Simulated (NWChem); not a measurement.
System: CH3NOSi; SMILES N#CO[SiH3]

NWChem input:

```
start job
memory heap 200 mb stack 900 mb global 1100 mb
geometry units angstroms noautosym nocenter noautoz
  N      0.443853     2.308795     0.000000
  C     -0.085065     1.269369     0.000000
  O     -0.709110     0.137596     0.000000
  Si     0.097444    -1.378550     0.000000
  H      0.927763    -1.476131    -1.221149
  H     -1.008993    -2.354763     0.000000
  H      0.927763    -1.476131     1.221149
end
basis spherical
  * library sto-3g
end
dft
  xc hfexch
  iterations 150
end
property
  shielding 6 1 2 3 4 5 6
end
task dft property
```

Excerpt of the output:

```
             Northwest Computational Chemistry Package (NWChem) 7.3.0
             --------------------------------------------------------

                             Geometry "geometry" -> ""
                             -------------------------

 Output coordinates in angstroms (scale by  1.889725989 to convert to a.u.)

  No.       Tag          Charge          X              Y              Z
 ---- ---------------- ---------- -------------- -------------- --------------
    1 N                    7.0000     0.44385300     2.30879500     0.00000000
    2 C                    6.0000    -0.08506500     1.26936900     0.00000000
    3 O                    8.0000    -0.70911000     0.13759600     0.00000000
    4 Si                  14.0000     0.09744400    -1.37855000     0.00000000
    5 H                    1.0000     0.92776300    -1.47613100    -1.22114900
    6 H                    1.0000    -1.00899300    -2.35476300     0.00000000
    7 H                    1.0000     0.92776300    -1.47613100     1.22114900

 Effective nuclear repulsion energy (a.u.)     142.1059784035

  xc_inp: hfexch multiplicative factor not found.
                              NWChem Property Module
                              ----------------------

  itol2e modified to match energy
  convergence criterion.

                                 NWChem DFT Module
                                 -----------------

 Summary of "ao basis" -> "ao basis" (spherical)
 ------------------------------------------------------------------------------
       Tag                 Description            Shells   Functions and Types
 ---------------- ------------------------------  ------  ---------------------
 N                           sto-3g                  3        5   2s1p
 C                           sto-3g                  3        5   2s1p
 O                           sto-3g                  3        5   2s1p
 Si                          sto-3g                  5        9   3s2p
 H                           sto-3g                  1        1   1s

  itol2e modified to match energy
  convergence criterion.

[...]

          -----------------------------------------
          Chemical Shielding Tensors (GIAO, in ppm)
          -----------------------------------------

                                NWChem CPHF Module
                                ------------------

  scftype          =     RHF
  nclosed          =       19
  nopen            =        0
  variables        =      152
  # of vectors     =        3
  tolerance        = 0.10D-03
  level shift      = 0.00D+00
  max iterations   =       50
  max subspace     =       30

 SCF residual:    1.8381357762920725E-005

Iterative solution of linear equations
  No. of variables      152
  No. of equations        3
  Maximum subspace       30
        Iterations       50
       Convergence  1.0D-04

   iter   nsub   residual    time
   ----  ------  --------  ---------
     1      3    1.62D+00       1.3
     2      6    3.12D-01       1.5
     3      9    4.76D-02       1.7
     4     12    1.23D-02       1.8
     5     15    6.19D-03       2.0
     6     18    1.56D-03       2.2
     7     21    4.42D-04       2.3
     8     24    1.01D-04       2.5
     9     27    6.68D-06       2.7

      Atom:    1  N
        Diamagnetic
    316.6273     11.3094     -0.0000
     11.3094    334.8761      0.0000
     -0.0000      0.0000    310.2315

        Paramagnetic
   -224.6797    101.0007     -0.0000
    101.0007    -44.6803      0.0000
     -0.0000      0.0000   -292.5327

        Total Shielding Tensor
     91.9476    112.3100     -0.0000
    112.3100    290.1958      0.0000
     -0.0000      0.0000     17.6988

           isotropic =     133.2807
          anisotropy =     311.3819

          Principal Components and Axis System
                 1           2           3
              340.8687     41.2747     17.6988

      1         0.4113      0.9115      0.0000
      2         0.9115     -0.4113     -0.0000
      3         0.0000     -0.0000      1.0000

      Atom:    2  C
        Diamagnetic
    263.5588      9.4763      0.0000
      9.4763    282.0674     -0.0000
      0.0000     -0.0000    258.1250

        Paramagnetic
   -149.5331     80.4754     -0.0000
     80.4754    -42.1637     -0.0000
     -0.0000     -0.0000   -191.5634

        Total Shielding Tensor
    114.0257     89.9517     -0.0000
     89.9517    239.9037     -0.0000
     -0.0000     -0.0000     66.5616

           isotropic =     140.1637
          anisotropy =     219.8782

          Principal Components and Axis System
                 1           2           3
              286.7492     67.1802     66.5616

      1         0.4619      0.8869      0.0000
      2         0.8869     -0.4619     -0.0000
      3        -0.0000     -0.0000      1.0000

      Atom:    3  O
        Diamagnetic
    373.6231      3.5193      0.0000
      3.5193    407.3123     -0.0000
      0.0000     -0.0000    356.0124

        Paramagnetic
     81.4979    102.4415     -0.0000
    102.4415    -13.9450      0.0000
     -0.0000      0.0000     60.0786

        Total Shielding Tensor
    455.1211    105.9608     -0.0000
    105.9608    393.3674      0.0000
     -0.0000      0.0000    416.0910

           isotropic =     421.5265
          anisotropy =     169.6284

          Principal Components and Axis System
                 1           2           3
              534.6121    416.0910    313.8763

      1         0.7999      0.0000     -0.6001
      2         0.6001      0.0000      0.7999
      3        -0.0000      1.0000     -0.0000

[...]
```

Level: Hartree-Fock/STO-3G, GIAO. STO-3G and 3-21G are far too small for this property and stand as cheap habits. All runs use the structure optimised with B3LYP/6-31G* (spherical d). The printed shielding anisotropy is the first printed principal value minus the mean of the other two.
